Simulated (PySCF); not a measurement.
Work out the structure from these simulated measurements.

Formula: C10H24S2Si.

- Polarisability: 188.9 au [wB97X-D/def2-SVPD]
- 1H NMR: chemical shifts (computed TMS as zero) by class: 2.17 (4 H), 1.25 (4 H), 1.08 (4 H), 0.99 (6 H), 0.36 (6 H) ppm [GIAO HF/pcSseg-1]
- 13C NMR: chemical shifts (computed TMS as zero) by class: 32.7 (2 C), 26.6 (2 C), 20.8 (2 C), 14.8 (2 C), 4.9 (2 C) ppm [GIAO HF/pcSseg-1]
- NMR, other nuclei: isotropic shieldings of nuclei other than C and H, by class: 365 (1 Si), 701 (2 S) ppm [GIAO HF/pcSseg-1]
- Triplet: lowest triplet excitation (Tamm–Dancoff): 5.38 eV [TDA wB97X-D/def2-SVPD]
- UV, first state: lowest singlet excitation: 5.75 eV (216 nm, f = 0.008) [TDDFT wB97X-D/def2-SVPD]
- Rotational structure: rotational constants A, B, C: 0.789, 0.290, 0.244 GHz [PBE0-D3(BJ)/def2-SVP]
- Dipole: 2.57 D [wB97X-D/def2-SVPD]

Gas-phase values; electronic properties from PySCF, density fitting. Levels stand in brackets. NMR shifts are as computed; neighbouring signals can stand in another order in a measured spectrum. One conformer (not necessarily the lowest) at the PBE0-D3(BJ)/def2-SVP geometry, without solvent, vibrations or thermal averaging. Each NMR value is the plain mean over a class of atoms that symmetry, rotation or inversion makes alike.

**Question.** What is the compound? Reason from the data.

**Answer.** Numbering: `[CH3:1][CH2:2][CH2:3][CH2:4][S:5][Si:6]([CH3:7])([CH3:8])[S:9][CH2:10][CH2:11][CH2:12][CH3:13]`. Its formula, C10H24S2Si, gives 0 degrees of unsaturation, so no ring and no π bond. 10 carbons fall into 5 classes; from least to most shielded: chain CH2 carbon [C3/C11] (32.7 ppm, 2 C), sp3 carbon bound to sulfur [C4/C10] (26.6 ppm, 2 C), chain CH2 carbon [C2/C12] (20.8 ppm, 2 C, up to 3.3 ppm apart in this geometry), methyl carbon [C1/C13] (14.8 ppm, 2 C), Si-methyl carbon [C7/C8] (4.9 ppm, 2 C). Hydrogen classes from least to most shielded: 4 H on 2 like atoms (sp3 carbon bound to sulfur), C4/C10 (2.17 ppm, a mean of values up to 1.0 ppm apart in this geometry), 4 H on 2 chain CH2 carbons, C2/C12 (1.25 ppm, a mean of values up to 1.2 ppm apart in this geometry), 4 H on 2 chain CH2 carbons, C3/C11 (1.08 ppm, a mean of values up to 0.7 ppm apart in this geometry), 6 H on 2 methyl carbons, C1/C13 (0.99 ppm), 6 H on 2 Si-methyl carbons, C7/C8 (0.36 ppm). The other shieldings belong to: 365 ppm, four-coordinate silicon [Si6]; 701 ppm, sulfur bonded to C and Si [S5/S9]. The optimised geometry has point group C1 and is an asymmetric top. Structure: Me2Si(SBu)2, `CCCCS[Si](C)(C)SCCCC`. The assignments are read from this structure; whether some other isomer fits the data as well wasn't checked.
